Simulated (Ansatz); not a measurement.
Program: Ansatz. Geometries: PBE0-D4/def2-TZVP. ΔE: electronic, gas phase. CBS: MP2 limit from def2 TZ/QZ plus the TZ coupled-cluster correction, frozen cores. Functionals use def2-TZVPP. For Br, Ge outer-core shells are correlated without core-valence functions, which leaves a few kJ/mol of doubt a bond. Scalar relativity is left out up to krypton. Each species was taken in one conformer, which may not be the lowest.

`[CH3][GeH]([F])[F]` + `NB(Br)Br` → `[CH3][Ge]([F])([F])[Br]` + `NBBr`  (redistribution)

CCSD(T)/CBS gives -17.7 kJ/mol.

(1) Another level gave -25.9 kJ/mol. Which?
A. HF/def2-TZVPP
B. revPBE-D4/def2-TZVPP
C. LDA (SPW92)/def2-TZVPP
D. BHLYP-D4/def2-TZVPP

(2) What do rigid-rotor, harmonic-oscillator terms from PBE0-D4/def2-TZVP frequencies (298.15 K, 1 bar) make of the CCSD(T)/CBS value? (An estimate is asked.)

Largest T1 diagnostic among the species: 0.012.

## Answers

(1) D. BHLYP-D4 -25.9, revPBE-D4 -18.1, HF/def2-TZVPP -31.6, LDA (SPW92) -11.9 kJ/mol.

(2) Ansatz gave: ΔZPE = +3.0 kJ/mol, ΔH = -13.7 kJ/mol, ΔS = 7 J/(mol·K), ΔG = -15.7 kJ/mol.

At CCSD(T), def2-SVP lies +5.7 kJ/mol from the extrapolated value and def2-TZVPP −1.9 kJ/mol. In def2-TZVPP, CCSD(T) changes the Hartree–Fock value by +12.0 kJ/mol (the triples alone add +1.0 kJ/mol) and MP2 by +15.3 kJ/mol. Leaving LDA and LC-ωPBE aside and taking each functional with its dispersion term where it has one, the values, not all of them listed here, spread over 9.1 kJ/mol, from BHLYP-D4 to B97M-V. LDA lies +7.8 kJ/mol from PBE without D4.
